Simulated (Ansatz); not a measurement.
Other settings, tried on `c1cc2ncc3ccc4nccc(c2c1)c34`.

```yaml
crystal:
  periodic: [false, false, false]
  atoms:
    - {symbol: C, position_ang: [-3.639929, -0.060438, -0.487786]}
    - {symbol: C, position_ang: [-3.161456, -1.290463, -0.142306]}
    - {symbol: C, position_ang: [-1.731244, -1.186253, 0.031725]}
    - {symbol: N, position_ang: [-1.028971, -2.225912, 0.364829]}
    - {symbol: C, position_ang: [0.306848, -2.298521, 0.564991]}
    - {symbol: C, position_ang: [1.256308, -1.311841, 0.471294]}
    - {symbol: C, position_ang: [2.692549, -1.504778, 0.712864]}
    - {symbol: C, position_ang: [3.344999, -0.332241, 0.536107]}
    - {symbol: C, position_ang: [2.358615, 0.692608, 0.167571]}
    - {symbol: N, position_ang: [2.586720, 1.959915, -0.088948]}
    - {symbol: C, position_ang: [1.495363, 2.690938, -0.405180]}
    - {symbol: C, position_ang: [0.207374, 2.195881, -0.470208]}
    - {symbol: C, position_ang: [-0.054079, 0.825332, -0.195160]}
    - {symbol: C, position_ang: [-1.372747, 0.259568, -0.248309]}
    - {symbol: C, position_ang: [-2.549064, 0.888166, -0.553700]}
    - {symbol: C, position_ang: [1.075867, 0.072914, 0.131615]}
    - {symbol: H, position_ang: [-4.682707, 0.189574, -0.688678]}
    - {symbol: H, position_ang: [-3.709255, -2.220601, -0.006476]}
    - {symbol: H, position_ang: [0.657870, -3.300565, 0.841179]}
    - {symbol: H, position_ang: [3.132465, -2.462864, 0.991043]}
    - {symbol: H, position_ang: [4.412255, -0.140324, 0.639366]}
    - {symbol: H, position_ang: [1.676635, 3.749342, -0.620834]}
    - {symbol: H, position_ang: [-0.608433, 2.869497, -0.735547]}
    - {symbol: H, position_ang: [-2.665974, 1.941086, -0.809472]}
basis:
  gaussian: {orbitals: def2-mTZVPP}
magnetization: {spin_polarized: true, initial_magnetization: 0}
hamiltonian: {xc: {name: r2SCAN}, dispersion: d3bjatm}
output: {forces: true}
```

```sh
$ ansatz run in.yaml --threads 4 --pin off --events-out ev --progress --plain --max-ram 6963MiB
```

Shortened log:

```
Functional definition: r2SCAN
3348 factors; their error is unknown
mean field evaluation 1: about -17601.7790 eV, gradient 6.4e1 eV
mean field evaluation 2: about -17592.2014 eV, gradient 7.6e1 eV
mean field evaluation 4: about -17620.3837 eV, gradient 1.4e1 eV
mean field evaluation 8: about -17621.7533 eV, gradient 4.1e-1 eV
mean field evaluation 16: about -17621.6909 eV, gradient 1.7e-2 eV
mean field evaluation 32: about -17621.0943 eV, gradient 3.5e0 eV
mean field -17621.69085288 eV, -647.5851944322 hartree, gradient 3.8e-5 eV, S^2 0.000000; 4 other end points of the search recorded, 0 dependent functions left out
reference -17621.69086942 eV, -647.5851950400 hartree; 53, 53 occupied and 301, 301 virtual orbitals, 3348 factors
Total energy: -17621.98033881 eV, -647.5958328441 hartree
Atom 0 at    -3.639929    -0.060438    -0.487786 Å, force    -0.197490     0.141432    -0.064342 eV/Å
Atom 1 at    -3.161456    -1.290463    -0.142306 Å, force     0.041002    -0.275808     0.073693 eV/Å
Atom 2 at    -1.731244    -1.186253     0.031725 Å, force    -0.239624     0.186804    -0.082358 eV/Å
Atom 3 at    -1.028971    -2.225912     0.364829 Å, force     0.052675    -0.430225     0.104740 eV/Å
Atom 4 at     0.306848    -2.298521     0.564991 Å, force     0.159657    -0.133982     0.053998 eV/Å
Atom 5 at     1.256308    -1.311841     0.471294 Å, force     0.027737     0.144965    -0.029748 eV/Å
Atom 6 at     2.692549    -1.504778     0.712864 Å, force     0.080984    -0.222100     0.060532 eV/Å
Atom 7 at     3.344999    -0.332241     0.536107 Å, force     0.221286     0.094125     0.010212 eV/Å
Atom 8 at     2.358615     0.692608     0.167571 Å, force    -0.054749    -0.315288     0.062750 eV/Å
Atom 9 at     2.586720     1.959915    -0.088948 Å, force     0.361195     0.118529     0.023365 eV/Å
Atom 10 at     1.495363     2.690938    -0.405180 Å, force    -0.408499     0.348221    -0.137132 eV/Å
Atom 11 at     0.207374     2.195881    -0.470208 Å, force    -0.044610     0.200105    -0.052637 eV/Å
Atom 12 at    -0.054079     0.825332    -0.195160 Å, force    -0.175575    -0.097007     0.000189 eV/Å
Atom 13 at    -1.372747     0.259568    -0.248309 Å, force     0.219080     0.213002    -0.016798 eV/Å
Atom 14 at    -2.549064     0.888166    -0.553700 Å, force    -0.112410     0.239211    -0.066985 eV/Å
Atom 15 at     1.075867     0.072914     0.131615 Å, force    -0.015365    -0.103606     0.022207 eV/Å
Atom 16 at    -4.682707     0.189574    -0.688678 Å, force     0.275402    -0.057525     0.051418 eV/Å
Atom 17 at    -3.709255    -2.220601    -0.006476 Å, force     0.135643     0.250390    -0.037532 eV/Å
Atom 18 at     0.657870    -3.300565     0.841179 Å, force    -0.123416     0.217974    -0.066664 eV/Å
Atom 19 at     3.132465    -2.462864     0.991043 Å, force    -0.116757     0.243867    -0.071176 eV/Å
Atom 20 at     4.412255    -0.140324     0.639366 Å, force    -0.270432    -0.055352    -0.024614 eV/Å
Atom 21 at     1.676635     3.749342    -0.620834 Å, force    -0.012010    -0.281569     0.063260 eV/Å
Atom 22 at    -0.608433     2.869497    -0.735547 Å, force     0.189045    -0.151837     0.060539 eV/Å
Atom 23 at    -2.665974     1.941086    -0.809472 Å, force     0.007233    -0.274325     0.063084 eV/Å
Dipole moment:    -0.230359     0.024989    -0.037613 e Å
```

It took 2.4 min on 4 threads of Arm Neoverse V1 on a shared host, peak host memory 2.6 GiB.
